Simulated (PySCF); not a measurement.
Species: C7H5F2N.
Atom-mapped SMILES: `[CH:1]#[C:2][CH2:3][n:4]1[cH:5][c:6]([F:7])[cH:8][c:9]1[F:10]` (hydrogens: H11 on C1; H12, H13 on C3; H14 on C5; H15 on C8)

The same species was optimised twice, with GFN2-xTB and with PBE0-D3(BJ)/def2-SVP (PySCF), and the same property calculations (PySCF, gas phase) were run on both structures.

| coordinate | GFN2-xTB | PBE0-D3(BJ)/def2-SVP | change |
| --- | --- | --- | --- |
| C9–F10 (Å) | 1.337 | 1.319 | -0.018 |
| N4–C5 (Å) | 1.368 | 1.385 | +0.017 |
| C6–F7 (Å) | 1.340 | 1.325 | -0.015 |
| C1≡C2 (Å) | 1.196 | 1.209 | +0.013 |
| C6–C8 (Å) | 1.409 | 1.421 | +0.012 |
| C2–C3 (Å) | 1.454 | 1.462 | +0.008 |
| C8–C9 (Å) | 1.366 | 1.372 | +0.006 |
| C5–C6 (Å) | 1.367 | 1.372 | +0.005 |
| N4–C9 (Å) | 1.353 | 1.358 | +0.005 |
| C3–N4 (Å) | 1.446 | 1.445 | -0.001 |
| C2–C3–N4 (°) | 111.1 | 113.9 | +2.8 |
| C1–C2–C3 (°) | 177.7 | 179.7 | +2.0 |
| C3–N4–C9 (°) | 126.2 | 125.4 | -0.8 |
| N4–C5–C6 (°) | 107.3 | 106.4 | -0.9 |
| C8–C9–F10 (°) | 129.5 | 130.1 | +0.6 |
| C5–C6–C8 (°) | 109.4 | 110.0 | +0.6 |
| C5–N4–C9 (°) | 107.9 | 108.5 | +0.6 |
| F7–C6–C8 (°) | 125.0 | 124.6 | -0.4 |
| C2–C3–N4–C5 (°) | 76 | 77 | +1 |

Rotational constants: A = 2120, B = 955.1, C = 734.5 MHz (GFN2-xTB) against A = 2168, B = 925.9, C = 719.4 MHz (PBE0-D3(BJ)/def2-SVP). Point groups within 0.08 Å: C1 and C1.

On the GFN2-xTB structure: lowest singlet, TDDFT (eV) 5.35 [B3LYP/def2-SVPD]; isotropic polarisability (au) 84.7 [B3LYP/def2-SVPD]; HOMO (eV) -6.17 [B3LYP/def2-SVPD]; LUMO (eV) -0.08 [B3LYP/def2-SVPD]; dipole (D) 2.62 [B3LYP/def2-SVPD].

Task: What do these properties become on the PBE0-D3(BJ)/def2-SVP structure?

Result: 
```tsv
property	level	on GFN2-xTB	on PBE0-D3(BJ)/def2-SVP	change
lowest singlet, TDDFT (eV)	B3LYP/def2-SVPD	5.35	5.25	-0.10
isotropic polarisability (au)	B3LYP/def2-SVPD	84.7	86.2	+1.5
HOMO (eV)	B3LYP/def2-SVPD	-6.17	-6.14	+0.03
LUMO (eV)	B3LYP/def2-SVPD	-0.08	-0.14	-0.06
dipole (D)	B3LYP/def2-SVPD	2.62	2.52	-0.10
energy, GFN2-xTB geometry as zero (kcal/mol)	B3LYP/def2-SVPD	0.0	-1.4	-1.4
```

The heavy atoms differ by 0.050 Å rms after alignment. Among bonds between heavy atoms N4–C5 and C9–F10 change most and about equally (-0.018 to +0.017 Å). Changes are differences of the printed values. Neither structure is proved a minimum here.

Conformer computed: `[CH:1]#[C:2][CH2:3][n:4]1[cH:5][c:6]([F:7])[cH:8][c:9]1[F:10]`: C2–C3–N4–C5 77°.
